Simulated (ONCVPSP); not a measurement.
Br: one change to an ONCV potential, before and after

| Quantity | Value |
| --- | --- |
| Element | Br |
| Generator | ONCVPSP 4.0.1 |
| Type | optimised norm-conserving Vanderbilt (ONCV) |
| Functional | PBE |
| Relativity | scalar-relativistic |
| Frozen core | [Ne] |
| Valence charge | 25 |
| Reference configuration | 3s2 3p6 3d10 4s2 4p4 (charge +1) |
| Partial waves | 3s+4s: rc 1.00 bohr, ncon 5, nbas 9, qcut 15 1/bohr, 2 projectors; 3p+4p: rc 0.80 bohr, ncon 4, nbas 7, qcut 18.6 1/bohr, 2 projectors; 3d: rc 0.90 bohr, ncon 4, nbas 8, qcut 16.2 1/bohr, 2 projectors, debl 1.8 Ha |
| Local potential | polynomial inside 0.55 bohr (lpopt 5, dvloc0 6 Ha) |
| Core correction | none |

In the d channel the program set the typed energies aside and used -2.863, 0.250 Ha.

All-electron outer shells of the reference configuration (PBE, scalar-relativistic, ld1.x):

```tsv
shell	level (eV)	outermost node (bohr)	outermost maximum (bohr)
2s	-1744.38	0.06	0.16
2p	-1539.85	–	0.13
3s	-249.29	0.23	0.48
3p	-184.71	0.21	0.48
3d	-77.92	–	0.43
4s	-30.40	0.67	1.41
4p	-17.47	0.70	1.62
```

Change: all radii scaled by about 1.27 (s 1.26, p 1.02, d 1.14 bohr); local potential polynomial inside 0.70 bohr (lpopt 5, dvloc0 6 Ha).

Cutoffs: the cutoffs (Ha) at which the residual kinetic energy of the hardest occupied pseudo-wave falls to 1 and 0.1 mHa per electron; they do not see the model core or the augmentation charge, which bear on the density cutoff. Errors are all-electron minus pseudo energies relative to the spin-unpolarised reference configuration.

How do hardness, ghosts and transferability respond?

The potential gets softer (117 Ha and 132 Ha → 97 Ha and 108 Ha); of the 4 tests that both files solve, the error grows in 4 and shrinks in 0 by more than 15 % and 0.3 meV (median size 1.2 → 2.1 meV); neither file shows a bound ghost. A larger radius leaves more room for a smooth pseudo-wave, so fewer plane waves are needed. More of the atom is replaced by a form fitted at one configuration, so other configurations suffer.

```csv
quantity,base,changed
"cutoff, loose",117 Ha,97 Ha
"cutoff, tight",132 Ha,108 Ha
loose cutoff by channel,"s 79 Ha, p 76 Ha, d 117 Ha","s 60 Ha, p 88 Ha, d 97 Ha"
bound ghosts,none,none
GHOST(+) flags under 300 eV,none,none
"error for 3s2 3p6 3d10 4s2 4p5, meV [ΔE -12.55 eV]",+0.7,+1.3
"error for 3s2 3p6 3d10 4s2 4p3, meV [ΔE 22.76 eV]",-1.7,-2.8
"error for 3s2 3p6 3d10 4s2 4p2, meV [ΔE 56.74 eV]",-4.9,-7.8
"error for 3s2 3p6 3d10 4s2 4p4.5, meV [ΔE -7.48 eV]",+0.5,+0.8
```
